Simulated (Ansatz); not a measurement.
The same hydrogenolysis along the group B, Al, Ga, In.

Computed with Ansatz on PBE0-D4/def2-TZVP structures; ΔE is electronic, products minus reactants. CCSD(T)/CBS is the MP2 limit (def2-TZVPP, def2-QZVPP) plus CCSD(T) − MP2 in def2-TZVPP, frozen cores. This one scheme is used for every species. DFT in def2-TZVPP. def2 core potentials past Kr. For Ga, In outer-core shells are correlated without core-valence functions, which leaves a few kJ/mol of doubt a bond. Scalar relativity is left out up to krypton. Each species was taken in one conformer, which may not be the lowest.

```json
{"reaction": "`OB(S)S` + H₂ → `OBS` + H₂S", "CCSD(T)/CBS(def2) (eV)": "0.40"}
{"reaction": "`[OH][Al]([SH])[SH]` + H₂ → `[OH][AlH][SH]` + H₂S", "CCSD(T)/CBS(def2) (eV)": "?"}
{"reaction": "`[OH][Ga]([SH])[SH]` + H₂ → `[OH][GaH][SH]` + H₂S", "CCSD(T)/CBS(def2) (eV)": "0.70"}
{"reaction": "`[OH][In]([SH])[SH]` + H₂ → `[OH][InH][SH]` + H₂S", "CCSD(T)/CBS(def2) (eV)": "0.71"}
```

**Question.** Fill in the missing values. (An estimate is asked.)

**Answer.** The calculation gave: `[OH][Al]([SH])[SH]` + H₂ → `[OH][AlH][SH]` + H₂S: +0.96 eV.

Largest T1 diagnostic: 0.016, for `[OH][InH][SH]`.
